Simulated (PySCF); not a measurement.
Molecule: SMILES FC(F)(F)C[SiH3], C$_{2}$H$_{5}$F$_{3}$Si.

Geometry:
```tsv
atom	x (Å)	y (Å)	z (Å)
F1	-1.169	1.532	-0.717
C2	-1.352	0.332	-0.151
F3	-2.459	-0.192	-0.689
F4	-1.607	0.541	1.148
C5	-0.160	-0.560	-0.343
Si6	1.470	0.065	0.402
H7	-0.025	-0.713	-1.425
H8	-0.400	-1.542	0.093
H9	1.353	0.190	1.883
H10	2.518	-0.945	0.070
H11	1.843	1.382	-0.188
```

Geometry PBE0-D3(BJ)/def2-SVP throughout; GIAO in PySCF, gas phase, one conformer, non-relativistic; equivalent atoms averaged; functional PBE0.

(1) How do the absolute shieldings σ depend on the basis set? (ppm; last column core-seconds on 1 thread of an Arm Neoverse V1, shared host)

(2) Which nucleus moves most, in ppm?

(3) Taking the largest basis, IGLO-III (269 functions), as the yardstick, rank the others by their worst heavy-atom deviation.

Answers

(1) 
```tsv
basis set	functions	F1/F3/F4	C2	C5	Si6	H9/H10/H11	H7/H8	core-s
STO-3G	39	398.1	136.8	228.0	583.0	30.76	32.11	2.7
6-31G	68	262.3	69.1	182.5	492.5	28.86	31.19	5.2
pcSseg-0	68	256.6	45.0	175.8	461.0	28.63	31.15	4.4
6-31G*	98	274.2	70.2	177.4	456.3	27.78	30.74	7.3
def2-SVP	113	274.8	65.7	178.2	478.6	27.35	30.10	7.8
cc-pVDZ	113	271.2	69.3	178.5	480.9	27.39	29.99	8.7
aug-cc-pVDZ	187	260.7	67.4	177.5	484.0	27.29	29.72	18
6-311+G(2d,p)	200	246.2	55.6	168.0	414.8	27.29	29.88	18
def2-TZVP	222	246.6	52.2	168.3	403.0	27.24	29.91	22
cc-pVTZ	254	250.6	54.0	169.5	425.1	27.29	29.71	27
IGLO-III	269	243.9	48.0	164.7	417.8	27.23	29.73	27
```

(2) Si6 (silicon bonded to C, 3 H): from 403.0 ppm with def2-TZVP to 583.0 ppm with STO-3G. The smallest spread is 2.39 ppm, at H7/H8. Proton shifts span only some 12 ppm, so a few tenths of a ppm matter as much there as several ppm in carbon.

(3) cc-pVTZ 7.3 ppm (254 functions), 6-311+G(2d,p) 7.6 ppm (200 functions), def2-TZVP 14.8 ppm (222 functions), 6-31G* 38.5 ppm (98 functions), pcSseg-0 43.2 ppm (68 functions), def2-SVP 60.8 ppm (113 functions), cc-pVDZ 63.1 ppm (113 functions), aug-cc-pVDZ 66.3 ppm (187 functions), 6-31G 74.7 ppm (68 functions), STO-3G 165.2 ppm (39 functions).

A small basis that lands close on one nucleus may do so by chance; judge by the trend and by all nuclei.
